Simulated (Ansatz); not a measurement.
Species: Ge2H, net charge -1, singlet state. It need not be the lowest isomer of its formula. Whether it binds its extra electron was not tested at this geometry. 
Coordinates optimised at B3LYP-D3(BJ)/def2-TZVP (Ansatz, a quantum-chemistry and plane-wave program):
```xyz
3

Ge     0.0000     0.0000    -1.1324
Ge     0.0000     0.0000     1.0506
H      0.0000     0.0000     2.6170
```
Charge -1, spin multiplicity 1.

Basis-set convergence of Hartree-Fock and CCSD(T) correlation energies (hartree) with Ansatz. Cores are frozen in the correlated levels unless marked. Spin-orbit coupling is left out. Frozen are the shells of the preceding noble gas and the d and f shells that filled before the atom's block. No relativistic terms. This anion needs diffuse functions, which these sets lack.

The Hartree-Fock reference is unstable (checked in the largest basis), which strains HF and MP2. 

```json
[
 {"basis": "cc-pVDZ", "functions": "59", "E(HF)": "-4151.20999", "E(corr, CCSD(T))": "-0.22254"},
 {"basis": "cc-pVTZ", "functions": "100", "E(HF)": "-4151.35706", "E(corr, CCSD(T))": "-0.26353"},
 {"basis": "cc-pVQZ", "functions": "166", "E(HF)": "-4151.36615", "E(corr, CCSD(T))": "-0.27567"},
 {"basis": "cc-pV5Z", "functions": "263", "E(HF)": "?", "E(corr, CCSD(T))": "?"}
]
```

Q: Complete the blanks.

A: 
- cc-pV5Z, E(HF): -4151.36733
- cc-pV5Z, E(corr, CCSD(T)): -0.28034
